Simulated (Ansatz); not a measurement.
Reaction (hydrogenolysis of the Si–B bond): `C[SiH](N)BF` + H₂ → `C[SiH2]N` + `BF`

Program: Ansatz. Geometries: PBE0-D4/def2-TZVP. ΔE: electronic, gas phase. CCSD(T)/CBS is the MP2 limit (def2-TZVPP, def2-QZVPP) plus CCSD(T) − MP2 in def2-TZVPP, frozen cores. This one scheme is used for every species. Functionals use def2-TZVPP. Each species was taken in one conformer, which may not be the lowest.

```tsv
level	ΔE (eV)
PBE0-D4	-0.48
PBE	-0.45
```

Q: What does CCSD(T)/CBS give? (Estimate.)

A: The calculation gave: -0.54 eV. The listed levels differ from it by 0.06, 0.09 eV.

Largest T1 diagnostic among the species: 0.013.

From PBE to PBE0 (25 % exact exchange), in def2-TZVPP and without D4, ΔE moves by −0.08 eV. The D4 term adds +0.08 eV with B3LYP and +0.05 eV with PBE0; it sums over pairs of atoms, weighted by their polarisabilities, and B3LYP, whose exchange is more repulsive, gets the larger term. In def2-TZVPP, CCSD(T) changes the Hartree–Fock value by +0.28 eV (the triples alone add +0.05 eV) and MP2 by +0.26 eV.

B3LYP here is the variant with VWN-RPA as its local correlation; programs differ in this.
